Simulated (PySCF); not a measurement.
# Unknown compound

Molecular formula: C₆H₁₀N₂Si. Simulated spectra:

¹H NMR (400 MHz, computed): δ 8.17 (br s, 1H), 7.43 (m, 1H), 6.69 (m, 1H), 5.55 (m, 1H), 4.97 (m, 1H), 3.57 (m, 1H), 2.04 (m, 2H), 1.35 (m, 2H).

¹³C{¹H} NMR (computed): δ 157.6 (C), 136.8 (CH), 111.8 (CH), 36.4 (CH), 21.4 (CH2).

[PySCF: PBE0/pcSseg-1 with gauge-including orbitals; geometry: GFN2-xTB; non-relativistic Hamiltonian; fast rotation and ring inversion assumed for equivalent nuclei; gas phase; single conformer]

Referencing at the same level of theory: ¹H (σ = 31.72 ppm), ¹³C (σ = 186.93 ppm) vs TMS.

Propose a structure and justify it.

Results:


Rings plus π bonds: 4 (2 rings in the answer). 5 carbon signals for 6 carbons: some carbons are equivalent by symmetry or fast rotation. Carbon types of the structure: 1 × C, 3 × CH, 2 × CH2, leaving 3 H on heteroatoms. δC 157.6: substituted aromatic carbon next to a ring nitrogen. δC 136.8: aromatic CH between two ring heteroatoms. δC 111.8: aromatic CH next to a ring nitrogen. δC 36.4: sp3 CH on an aromatic ring; a saturated carbon with 3 carbon neighbours and no heteroatom attached. δH 8.17: hydrogen on a pyrrole-type ring nitrogen; labile proton, position sensitive to the medium. δH 7.43: hydrogen on an aromatic CH between two ring heteroatoms; the ring current deshields protons in the ring plane. δH 6.69: hydrogen on an aromatic CH next to a ring nitrogen; aromatic region.

These data were computed for `c1nc(C2C[SiH2]C2)c[nH]1`.

The shifts were computed for this structure.

OH/NH shifts are gas-phase values; hydrogen bonding in solution moves them, usually downfield. Shifts are as computed. Against solution values, carbons near 30 ppm lie about +3 ppm off and those near 130 ppm about +5 ppm. Of 1211 compounds with measured shifts, 218 miss one by over three times the rms of a fit or turn the order of signals round; such compounds aren't used in these exercises. Multiplicities follow the n + 1 count of equivalent neighbours, as no J values were calculated; m marks all less simple cases, F and P coupling included.
